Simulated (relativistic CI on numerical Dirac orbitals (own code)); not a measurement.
Computed by Dirac-Coulomb-Breit CI, orbitals from a KLI potential per configuration, model QED (radiative potential, 1s self-energy scaled to tabulated hydrogen-like ionisation energies), unscaled Slater integrals (own radial code, finite nucleus).

The strongest absorption lines from the ground level of an ion, among the configurations computed and to levels below about 12000 eV (vacuum wavelength in Å, gf): 1.0424 (0.11), 1.0528 (0.063), 1.2526 (0.00028), 1.3617 (0.38), 1.3881 (0.0038), 1.4059 (0.26), 10.578 (0.22), 70.431 (0.009).

Problem. Which ion is it?
A. Ho⁶³⁺
B. Ir⁷³⁺
C. Sm⁵⁸⁺
D. Ho⁶⁵⁺

Solution. A. Ho⁶³⁺ has 4 electrons and the ground level 2s2 1S_0; the strongest line goes to 2s 3p 1P°_1. The pattern of lines fixes the number of electrons, and along that sequence the line energies rise steadily with the charge (about as its square where n changes within one kind of shell, about linearly where n is kept but much faster in heavy ions where fine structure, which grows about as Z⁴, sets the gap, and irregularly where shells cross), which fixes Z. Configurations outside the model, such as inner-shell arrays, can give stronger lines. At this charge energies of transitions that change n are usually good to better than 1 %, and those within a shell (Δn = 0) to a few per cent.

LS names give the leading component of a level, which can be under half, so a name can repeat, a term be missing and a line seem to break the LS rules.
